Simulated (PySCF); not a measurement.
Delta-SCF ions had no search for a lower state. Excitations are Tamm–Dancoff values on a coarser integration grid. The basis has no diffuse functions, so Rydberg states are missing or too high.

**H$_{2}$F$_{2}$Si$_{2}$, SMILES `[SiH](/F)=[SiH]/F` (charge 0, multiplicity 1)**

Calculation: ωB97X-D3(BJ)/def2-TZVP (PySCF).

```yaml
HOMO: -8.45 eV
dipole_moment: 1.60 D
HOMO–LUMO gap: 7.81 eV
LUMO: -0.64 eV
S1 excitation (TDA): 3.40 eV
S1 oscillator strength: 0.029
brightest of the four lowest singlets (TDA): 4.48 eV
T1 excitation (TDA): 1.49 eV
S1–T1 gap (TDA): 1.90 eV
vertical ionisation energy (Delta-SCF): 8.46 eV
total_energy: -780.0773 Ha
cost: very roughly 80 core-seconds
```

```xyz
6

F     -1.9448     1.3294    -0.3266
Si    -1.0672     0.1383     0.2932
Si     1.0220    -0.1792    -0.3131
F      2.0220     1.0555    -0.5320
H     -1.8600    -1.1120     0.1665
H      1.7017    -1.1491     0.5844
```
Charge 0, spin multiplicity 1.
